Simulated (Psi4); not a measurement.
H₃Al (SMILES [AlH3]), singlet, geometry from GFN2-xTB (such geometries of metal compounds can be far from the true shape); Psi4 with CCSD(T)/def2-TZVP.

The Psi4 input:
```
memory 2 GB

molecule {
0 1
Al   -0.00000000   -0.00000000   -0.00000000
H     0.64279377   -0.45514932    1.33855567
H    -0.27575805    1.50677855   -0.25622634
H    -0.36703572   -1.05162922   -1.08232933
}

set {
  basis def2-tzvp
  freeze_core true
  mp2_type conv
  scf_type pk
  puream true
  d_convergence 1e-8
}

energy('ccsd(t)')
print_variables()
```

What the program printed (banner, timings and long lists left out):

```
   => Loading Basis Set <=

    Name: DEF2-TZVP
    Role: ORBITAL
    Keyword: BASIS

         ---------------------------------------------------------
                                   SCF
               by Justin Turney, Rob Parrish, Andy Simmonett
                          and Daniel G. A. Smith
                              RHF Reference
         ---------------------------------------------------------

  ==> Geometry <==

    Molecular point group: c2v
    Full point group: D1h

    Geometry (in Angstrom), charge = 0, multiplicity = 1:

       Center              X                  Y                   Z               Mass
    ------------   -----------------  -----------------  -----------------  -----------------
         AL           0.000000000000    -0.000000000000    -0.000000000326    26.981538530000
         H            0.000000000000    -1.345011900803    -0.776542981759     1.007825032230
         H            0.000000000000    -0.000000000000     1.553085972243     1.007825032230
         H           -0.000000000000     1.345011900803    -0.776542981759     1.007825032230

  Running in c2v symmetry.

  Rotational constants: A =      4.62306  B =      4.62306  C =      2.31153 [cm^-1]
  Rotational constants: A = 138595.71666  B = 138595.71606  C =  69297.85818 [MHz]
  Nuclear repulsion =   13.878480316004149

  Charge       = 0
  Multiplicity = 1
  Electrons    = 16
  Nalpha       = 8
  Nbeta        = 8

  ==> Algorithm <==

  SCF Algorithm Type is PK.
  DIIS enabled.
  MOM disabled.
  Fractional occupation disabled.
  Guess Type is SAD.
  Energy threshold   = 1.00e-08
  Density threshold  = 1.00e-08
  Integral threshold = 1.00e-12

  ==> Primary Basis <==

  Basis Set: DEF2-TZVP
    Blend: DEF2-TZVP
    Number of shells: 25
    Number of basis functions: 55
    Number of Cartesian functions: 60
    Spherical Harmonics?: true
    Max angular momentum: 3

  ==> Integral Setup <==

  Using in-core PK algorithm.
   Calculation information:
      Number of atoms:                   4
      Number of AO shells:              25
      Number of primitives:             45
      Number of atomic orbitals:        60
      Number of basis functions:        55

      Integral cutoff                 1.00e-12
      Number of threads:                 1

  Performing in-core PK
  Using 2373140 doubles for integral storage.
  We computed 52966 shell quartets total.
  Whereas there are 52975 unique shell quartets.

  ==> DiskJK: Disk-Based J/K Matrices <==
[...]
  @RHF Final Energy:  -243.64080526386624
    Total Energy =                       -243.6408052638662696
[...]
              1  17         0.0026376558

    Largest TIjAb Amplitudes:
      0   0  24  24        -0.0302284487
      1   1   1   1        -0.0264180326
      2   2   1   1        -0.0264180321
      1   1   6   6        -0.0232787861
      2   2   6   6        -0.0232787858
      1   1   1   6        -0.0231936831
      1   1   6   1        -0.0231936831
      2   2   1   6        -0.0231936828
      2   2   6   1        -0.0231936828
      1   1  25  25        -0.0221175564

    SCF energy       (wfn)                    = -243.640805263866241
    Reference energy (file100)                = -243.640805263866440

    Opposite-spin MP2 correlation energy      =   -0.080559738489131
    Same-spin MP2 correlation energy          =   -0.004439544400213
    Singles MP2 correlation energy            =   -0.000000000000000
    MP2 correlation energy                    =   -0.084999282889344
      * MP2 total energy                      = -243.725804546755796

    Opposite-spin CCSD correlation energy     =   -0.104030510272648
    Same-spin CCSD correlation energy         =   -0.005336263326877
    Singles CCSD correlation energy           =    0.000000000000000
    CCSD correlation energy                   =   -0.109366773599525
      * CCSD total energy                     = -243.750172037465973

            **************************
            *                        *
            *        CCTRIPLES       *
            *                        *
            **************************

    Wave function   =    CCSD_T
    Reference wfn   =      RHF

    Nuclear Rep. energy (wfn)                =   13.878480316004149
    SCF energy          (wfn)                = -243.640805263866241
    Reference energy    (file100)            = -243.640805263866440
    CCSD energy         (file100)            =   -0.109366773599525
    Total CCSD energy   (file100)            = -243.750172037465973

    Number of ijk index combinations:               10
    Approx. words needed per explicit thread:           32000
    Number of threads for explicit ijk threading:    1

    MKL num_threads set to 1 for explicit threading.

    (T) energy                                =   -0.001395503572784
      * CCSD(T) total energy                  = -243.751567541038753

  Variable Map:
  ----------------------------------------------------------------------------
[...]
  Array Variable Map:
  ----------------------------------------------------------------------------
[...]
[...]
```
